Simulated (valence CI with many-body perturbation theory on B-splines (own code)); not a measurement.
## Questions on Sm²²⁺

Level of theory: configuration interaction combined with many-body perturbation theory (CI+MBPT): four valence electrons over a frozen Dirac-Fock core [Kr], a basis of 7 s, 7 p, 8 d, 6 f, 4 g, 1 h functions for each j, with the one-electron correlation potential Σ1 (screened to all orders), the two-electron term Σ2, the three-electron term Σ3, Breit, model QED; selected single and double excitations, second order for the rest, scaled by the run's own slope (own B-spline code, finite nucleus).

No measured spectrum was set against this ion. As an estimate, terms of the open shell hold to 2 to 4 % of their energy, and close levels can change places. The list stops below the first excitations out of the core.

Levels are named by their leading jj configuration (3d3/2^4 stands for four electrons in 3d with j = 3/2), which in mixed levels can hold well under half, so a name can repeat and another be missing.

Rates and lifetimes use the calculated energies. Strong lines usually hold to 10 to 20 %, long lifetimes can be off by a factor of two.

Problem. What is the ground level?

Solution. (4d3/2^4) J=0, composition 48 % 4d4 3P + 44 % 4d4 5D + 7 % 4d4 1S.

Problem. Name the longest-lived excited levels whose lifetime is computed, and their main decay.

Solution. (4d3/2^3 4d5/2) J=4 at 59794 cm⁻¹ lives 72800 s, mostly by E2 to (4d3/2^3 4d5/2) J=2.

Problem. How well does LS coupling describe the low levels?

Solution. Among the lowest 20 levels the leading LS term, summed over configurations, holds 55 % on average. For single configurations the figures are 54 % in LS and 81 % in jj coupling. Terms mix most in the J = 4 level at 59794 cm⁻¹, where the leading one holds 31 %.

Problem. What is the ionisation energy?

Solution. 703.5 eV; NIST lists 702 ± 4 eV (theoretical).
